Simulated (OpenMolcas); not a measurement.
Os2+ (d6) among equal point charges was computed by CASSCF with the d shell active (OpenMolcas, ANO-RCC-VDZP on the metal). Its lowest spin-free states, and all those of the highest spin:

```
2S+1  Degeneracy  E (cm-1)
   5           3       0.0
   5           2      7919
   3           3     10633
   1           1     12216
   3           3     13464
   3           3     16454
   1           3     17665
   3           3     18021
   3           2     18631
   3           3     19268
   3           3     22464
   1           3     22543
```

Problem. Is the site octahedral, tetrahedral or cube-like, axial, or of lower symmetry?

Solution. The states with 2S+1 = 5 have orbital degeneracies 3, 2. Threefold states need a cubic site. For d6 at this spin an octahedron puts the threefold T2 below the twofold E and a tetrahedron or cube puts the twofold E below the threefold T2, so the site is octahedral. The first gap at this spin, 7920 cm-1, is |10Dq| in ligand-field theory. The run had Os2+ among 6 point charges of -1.7 e arranged as an octahedron (Oh), 2.39 Å from the ion.

An orbital triplet at a regular site is open to Jahn-Teller coupling, which can distort the site and quench the lowest spin-orbit gaps and is left out. Without dynamic correlation the repulsion within the d shell is too large (B by tens of per cent), so at a given field states of lower spin stand too high. Point charges give a weaker field than real ligands, and real ions of this kind are as a rule low spin; the high spin found here belongs to the model. Point charges carry no covalency, so the field is a model and not that of real ligands. No measured value stands beside these numbers.
